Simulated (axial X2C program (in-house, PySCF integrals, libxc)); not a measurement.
## Correcting the dissociation energy of SrF⁺ for spin–orbit coupling

A spin-free PBE0 curve (one-electron X2C) was computed with an axial X2C code built on PySCF integrals, basis Sr dyall-v4z [13s14p9d4f3g], F dyall-v4z [7s6p3d2f1g] (cores contracted in-house), for the state M_S = 0, Λ = 0 (closed shell). It gives D0 = 5.740 eV to Sr+ + F, which in a spin-free picture are the weighted means of the ground terms.

Measured levels of the ground terms (NIST Handbook of Basic Atomic Spectroscopic Data), in cm⁻¹: Sr+ 2S: J = 1/2 at 0; F 2P: J = 3/2 at 0, J = 1/2 at 404.1.

The molecular state has Λ = 0, so it has no first-order lowering.

(1) How far does each ground level lie under the (2J+1)-weighted mean of its term?

(2) Correct D0.

Second-order spin–orbit effects in the molecule, which grow quickly with Z, are left out. One determinant describes the state; a PBE0 search over occupations chose it and may have missed a lower one. De is counted from the lowest determinant-based energies of the atoms at the same level, without counterpoise correction.

## Answers

(1) Sr+: a single level, 0; F: (4 × 0 + 2 × 404.1)/6 = 135 cm⁻¹.

(2) D0 = 5.740 + (0 − 135)/8065.5 = 5.723 eV at PBE0 with these spin–orbit terms.
